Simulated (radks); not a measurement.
Isoelectronic series with 1 electrons, all held in the configuration 1s1, which need not be the ground one along the series. All-electron calculation, scalar-relativistic Kohn-Sham, SCAN, spin-polarised, spherical densities, finite nucleus; open shells are filled with parallel spins first (spin-orbit coupling, left out, can overturn this in heavy ions); meta-GGA in the generalised Kohn-Sham scheme; Fermi nuclear charge, rms radius of each element as measured or else 0.836 A^(1/3) + 0.57 fm. Program: a radial shooting solver on a logarithmic mesh with Libxc functionals. Total energies (hartree) and mean radii <r> (bohr):

\begin{tabular}{lrr}
ion & E (hartree) & 1s up \\ \hline
Se33+ & -587.20365 & 0.04321 \\
Rb36+ & -697.48062 & 0.03955 \\
Tc42+ & -948.48899 & 0.03372 \\
Pd45+ & -1089.65077 & 0.03135 \\
In48+ & -1241.58004 & 0.02927 \\
Te51+ & -1404.55549 & 0.02741 \\
Cs54+ & -1578.8923 & 0.02575 \\
Ce57+ & -1764.9342 & 0.02425 \\
Pm60+ & -1963.0644 & 0.02288 \\
\end{tabular}
